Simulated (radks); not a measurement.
Polarisability of the zirconium ion Zr+, [Kr] 4d2 5s1, at imaginary frequency. Calculated with a radial shooting solver on a logarithmic mesh with Libxc functionals: scalar-relativistic Kohn-Sham, LDA (Slater exchange, VWN5 correlation), spin-unpolarised, spherical densities, finite nucleus; Fermi nuclear charge, rms radius 4.2694 fm. Response by self-consistent Sternheimer equations with the Hartree and adiabatic LDA kernel, the relativistic mass of each level held fixed and spin-orbit coupling left out.

w (hartree)  alpha1(iw) (bohr^3)
0.00266                    54.21
0.0143                     53.86
0.0360                     52.00
0.0697                     46.89
0.118                      37.98
0.186                      27.62
0.280                      18.81
0.413                      12.52
0.605                      8.267
0.892                      5.333
1.35                       3.228
2.12                       1.723
3.59                      0.7642
6.94                      0.2697
17.5                     0.06459

Static values: alpha1 = 54.22 bohr^3 (8.035 angstrom^3; uncoupled 87.12). C6 = 453.3, triple-dipole C9 = 16950 atomic units. One-pole (London) frequency 4 C6 / (3 alpha1^2) = 0.206 hartree, against 0.374 for minus the highest occupied eigenvalue.
